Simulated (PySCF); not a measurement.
Fe¹⁰⁺: ionisation energy

Fe¹⁰⁺ [Ne] 3s2 3p4 (3P) → Fe¹¹⁺ [Ne] 3s2 3p3 (4S), as a difference of total energies. Computed with PySCF 2.14 in an even-tempered Gaussian basis (19 s from 0.4 bohr⁻², ratio 2.5; 12 p from 0.52 bohr⁻², ratio 2.5; 5 d from 4.4 bohr⁻², ratio 2.7; 4 f from 6.5 bohr⁻², ratio 2.7), with the spin-free X2C one-electron Hamiltonian (Gaussian nucleus). Correlated levels: outer shells: 1s2 frozen; virtual orbitals above 40 to 60 times the deepest correlated orbital energy dropped. The calculations carry no spin-orbit coupling.

```
                method  ionisation energy (eV)
                   UHF                  288.79
    MP2 (outer shells)                  289.70
SCS-MP2 (outer shells)                  289.75
   CCSD (outer shells)                  289.71
CCSD(T) (outer shells)                  289.72
```

Problem. How much does correlation contribute at CCSD(T) (outer shells)?

Solution. 289.72 − (288.79) = 0.93 eV, measured against UHF.

A first-order spin-orbit estimate (lowest level to lowest level, LS coupling) adds 0.655 eV.

For comparison: 290.9 ± 0.4 eV (semi-empirical (NIST evaluation); NIST Atomic Spectra Database, ionization energies).
